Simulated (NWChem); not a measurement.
System: C2H4BrCl; SMILES C[C@@H](Cl)Br

All runs: NWChem. All runs use the structure optimised with PBE0/def2-SVP. Level: M06-2X/def2-SVP with SMD (1 M gas to 1 M solution), gas-phase geometry.

For solvent water:

solvation free energy (kcal/mol): -1.7
cavity-dispersion-structure term (kcal/mol): 1.2

**Question.** Estimate the same quantities for solvent N,N-dimethylformamide.

**Answer.** 
| Quantity | Result |
|---|---|
| solvation free energy (kcal/mol) | -5.2 |
| cavity-dispersion-structure term (kcal/mol) | -2.3 |
